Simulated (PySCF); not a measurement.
AlF3, triplet, geometry from GFN2-xTB (such geometries of metal compounds can be far from the true shape) (a higher spin typed on purpose: for a closed-shell molecule this is an excited state), with bond 4-1 at 2.4 times its length; SA2-CASSCF(6,6)/cc-pVDZ run with PySCF.

PySCF was given this input:
```python
from pyscf import gto, scf, mcscf
import numpy

mol = gto.Mole()
mol.atom = '''
    Al   -0.37213687    0.17149746   -0.14134052
    F    -1.14510838   -1.35480543    0.31454349
    F     0.55351577    1.62743800   -0.53923502
    F     3.23088838   -1.48893916    1.22711687
'''
mol.basis = 'cc-pvdz'
mol.spin = 2
mol.verbose = 4
mol.build()

mf = scf.ROHF(mol)
mf.kernel()
mc = mcscf.CASSCF(mf, 6, 6)
mc.fix_spin_(ss=2.0)
mc = mc.state_average_([0.5, 0.5])
mc.kernel()
```

Output, abridged:

```
PySCF version 2.14.0

[INPUT] verbose = 4
[INPUT] num. atoms = 4
[INPUT] num. electrons = 40
[INPUT] charge = 0
[INPUT] spin (= nelec alpha-beta = 2S) = 2
[INPUT] symmetry False subgroup None
[INPUT] Mole.unit = angstrom
[INPUT] Symbol           X                Y                Z      unit          X                Y                Z       unit  Magmom
[...]
nuclear repulsion = 115.978511392821
number of shells = 20
number of NR pGTOs = 119
number of NR cGTOs = 60
basis = cc-pvdz
ecp = {}

******** <class 'pyscf.scf.rohf.ROHF'> ********
method = ROHF
initial guess = minao
damping factor = 0
level_shift factor = 0
DIIS = <class 'pyscf.scf.diis.CDIIS'>
diis_start_cycle = 1
diis_space = 8
diis_damp = 0
SCF conv_tol = 1e-09
SCF conv_tol_grad = None
SCF max_cycles = 50
direct_scf = True
direct_scf_tol = 1e-13
num. doubly occ = 19  num. singly occ = 2
Set gradient conv threshold to 3.16228e-05
init E= -539.523269752972
[...]
cycle= 1 E= -540.135519443192  delta_E= -0.612  |g|= 0.716  |ddm|= 1.14
[...]
cycle= 2 E= -540.189053680582  delta_E= -0.0535  |g|= 0.548  |ddm|= 0.588
[...]
cycle= 3 E= -540.239851106482  delta_E= -0.0508  |g|= 0.0283  |ddm|= 0.208
[...]
cycle= 4 E= -540.240367208298  delta_E= -0.000516  |g|= 0.0128  |ddm|= 0.0416
[...]
cycle= 5 E= -540.240473967993  delta_E= -0.000107  |g|= 0.0102  |ddm|= 0.0282
[...]
cycle= 6 E= -540.240600672867  delta_E= -0.000127  |g|= 0.00349  |ddm|= 0.0154
[...]
cycle= 7 E= -540.240628452954  delta_E= -2.78e-05  |g|= 0.0016  |ddm|= 0.0108
[...]
cycle= 8 E= -540.240634971289  delta_E= -6.52e-06  |g|= 0.000497  |ddm|= 0.00711
[...]
cycle= 9 E= -540.240635301168  delta_E= -3.3e-07  |g|= 0.000126  |ddm|= 0.00148
[...]
cycle= 10 E= -540.240635315945  delta_E= -1.48e-08  |g|= 3.92e-05  |ddm|= 0.000271
[...]
cycle= 11 E= -540.24063531703  delta_E= -1.08e-09  |g|= 2.63e-05  |ddm|= 9.55e-05
[...]
cycle= 12 E= -540.240635317832  delta_E= -8.02e-10  |g|= 3.36e-06  |ddm|= 3.97e-05
[...]
Extra cycle  E= -540.240635317842  delta_E= -1.01e-11  |g|= 1.84e-06  |ddm|= 5.51e-06
converged SCF energy = -540.240635317842

******** <class 'pyscf.mcscf.addons.StateAverageCASSCF'> ********
CAS (4e+2e, 6o), ncore = 17, nvir = 37
max_cycle_macro = 50
max_cycle_micro = 4
conv_tol = 1e-07
conv_tol_grad = None
orbital rotation max_stepsize = 0.02
orbital rotation threshold for CI restart = 0.01
augmented hessian ah_max_cycle = 30
augmented hessian ah_conv_tol = 1e-12
augmented hessian ah_linear dependence = 1e-14
augmented hessian ah_level shift = 1e-08
augmented hessian ah_start_tol = 2.5
augmented hessian ah_start_cycle = 3
augmented hessian ah_grad_trust_region = 3
kf_trust_region = 3
kf_interval = 4
ci_response_space = 4
ci_grad_trust_region = 3
with_dep4 0
natorb = False
canonicalization = True
sorting_mo_energy = False
ao2mo_level = 2
internal_rotation = False
******** <class 'pyscf.mcscf.addons.StateAverageSpinPenaltyFCISolver'> ********
max. cycles = 50
conv_tol = 1e-08
davidson only = True
linear dependence = 1e-12
level shift = 0.001
max iter space = 12
nroots = 2
pspace_size = 400
spin = None
State-average over 2 states with weights [0.5, 0.5]
CASCI E = -540.179630297578  S^2 = 2.0000000
Set conv_tol_grad to 0.000316228
macro iter   1 ( 21 JK    4 micro), CASSCF E = -540.186678478005  dE = -7.04818043e-03  S^2 = 2.0000000
               |grad[o]|=0.0551  |ddm|=0.00335  |maxRot[o]|=0.314
macro iter   2 ( 21 JK    4 micro), CASSCF E = -540.189944880383  dE = -3.26640238e-03  S^2 = 2.0000000
               |grad[o]|= 0.03  |ddm|=0.00213  |maxRot[o]|= 0.24
macro iter   3 ( 21 JK    4 micro), CASSCF E = -540.191367019505  dE = -1.42213912e-03  S^2 = 2.0000000
               |grad[o]|=0.0148  |ddm|=0.017  |maxRot[o]|=0.0879
macro iter   4 ( 21 JK    4 micro), CASSCF E = -540.193667556020  dE = -2.30053652e-03  S^2 = 2.0000000
               |grad[o]|=0.0118  |ddm|=0.0217  |maxRot[o]|=0.112
macro iter   5 ( 21 JK    4 micro), CASSCF E = -540.195276355458  dE = -1.60879944e-03  S^2 = 2.0000000
[...]
               |grad[o]|=0.00333  |ddm|=0.00417  |maxRot[o]|=0.0139
macro iter  29 ( 21 JK    4 micro), CASSCF E = -540.208236749882  dE =  1.55422026e-06  S^2 = 2.0000000
               |grad[o]|=0.00303  |ddm|=0.00466  |maxRot[o]|=0.0255
macro iter  30 ( 21 JK    4 micro), CASSCF E = -540.208448656887  dE = -2.11907006e-04  S^2 = 2.0000000
               |grad[o]|=0.003  |ddm|=0.00421  |maxRot[o]|=0.0413
macro iter  31 ( 12 JK    3 micro), CASSCF E = -540.208823578414  dE = -3.74921527e-04  S^2 = 2.0000000
               |grad[o]|=0.00295  |ddm|=0.00513  |maxRot[o]|=0.0761
macro iter  32 ( 21 JK    4 micro), CASSCF E = -540.208824957664  dE = -1.37924985e-06  S^2 = 2.0000000
               |grad[o]|=0.00307  |ddm|=0.00367  |maxRot[o]|=0.0151
macro iter  33 ( 21 JK    4 micro), CASSCF E = -540.208823847912  dE =  1.10975179e-06  S^2 = 2.0000000
               |grad[o]|=0.00274  |ddm|=0.00399  |maxRot[o]|=0.0274
macro iter  34 ( 21 JK    4 micro), CASSCF E = -540.209019581658  dE = -1.95733746e-04  S^2 = 2.0000000
               |grad[o]|=0.00272  |ddm|=0.00368  |maxRot[o]|=0.0405
macro iter  35 ( 12 JK    3 micro), CASSCF E = -540.209352334238  dE = -3.32752580e-04  S^2 = 2.0000000
               |grad[o]|=0.00264  |ddm|=0.00426  |maxRot[o]|=0.0754
macro iter  36 ( 21 JK    4 micro), CASSCF E = -540.209350434307  dE =  1.89993170e-06  S^2 = 2.0000000
               |grad[o]|=0.00261  |ddm|=0.00291  |maxRot[o]|=0.0164
macro iter  37 ( 23 JK    4 micro), CASSCF E = -540.209530937881  dE = -1.80503574e-04  S^2 = 2.0000000
               |grad[o]|=0.00232  |ddm|=0.00328  |maxRot[o]|=0.0461
macro iter  38 ( 21 JK    4 micro), CASSCF E = -540.209775360735  dE = -2.44422854e-04  S^2 = 2.0000000
               |grad[o]|=0.00218  |ddm|=0.00363  |maxRot[o]|=0.0737
macro iter  39 ( 12 JK    3 micro), CASSCF E = -540.209806935084  dE = -3.15743496e-05  S^2 = 2.0000000
               |grad[o]|=0.00202  |ddm|=0.0044  |maxRot[o]|=0.039
macro iter  40 ( 21 JK    4 micro), CASSCF E = -540.209800444015  dE =  6.49106960e-06  S^2 = 2.0000000
               |grad[o]|=0.00171  |ddm|=0.00183  |maxRot[o]|=0.0337
macro iter  41 ( 21 JK    4 micro), CASSCF E = -540.209911241506  dE = -1.10797492e-04  S^2 = 2.0000000
               |grad[o]|=0.00172  |ddm|=0.00221  |maxRot[o]|=0.0395
macro iter  42 ( 20 JK    4 micro), CASSCF E = -540.210045329626  dE = -1.34088120e-04  S^2 = 2.0000000
               |grad[o]|=0.00146  |ddm|=0.00291  |maxRot[o]|=0.0696
macro iter  43 ( 16 JK    4 micro), CASSCF E = -540.210092120681  dE = -4.67910542e-05  S^2 = 2.0000000
               |grad[o]|=0.00121  |ddm|=0.00102  |maxRot[o]|=0.0381
macro iter  44 ( 16 JK    4 micro), CASSCF E = -540.210123781752  dE = -3.16610718e-05  S^2 = 2.0000000
               |grad[o]|=0.00113  |ddm|=0.00289  |maxRot[o]|=0.0692
macro iter  45 ( 17 JK    4 micro), CASSCF E = -540.210129964690  dE = -6.18293723e-06  S^2 = 2.0000000
               |grad[o]|=0.000775  |ddm|=0.00238  |maxRot[o]|= 0.03
macro iter  46 ( 16 JK    3 micro), CASSCF E = -540.210132382110  dE = -2.41742055e-06  S^2 = 2.0000000
               |grad[o]|=0.000562  |ddm|=0.000807  |maxRot[o]|=0.0184
macro iter  47 ( 11 JK    2 micro), CASSCF E = -540.210133100322  dE = -7.18211936e-07  S^2 = 2.0000000
               |grad[o]|=0.000325  |ddm|=9.29e-05  |maxRot[o]|=0.00477
macro iter  48 (  8 JK    1 micro), CASSCF E = -540.210133196648  dE = -9.63262892e-08  S^2 = 2.0000000
               |grad[o]|=8.5e-05  |ddm|=4.78e-05  |maxRot[o]|=0.00224
1-step CASSCF converged in  48 macro (931 JK 182 micro) steps
CASSCF canonicalization
Density matrix diagonal elements [1.98977871 1.97326797 1.00000018 0.51641102 0.50484847 0.01569365]
CASSCF energy = -540.210133196648
CASCI E = -540.210133196648  E(CI) = -9.92051848727920  S^2 = 2.0000000
CASCI state-averaged energy = -540.210133196648
CASCI energy for each state
  State 0 weight 0.5  E = -540.264289181314 S^2 = 2.0000000
  State 1 weight 0.5  E = -540.155977211982 S^2 = 2.0000000
```
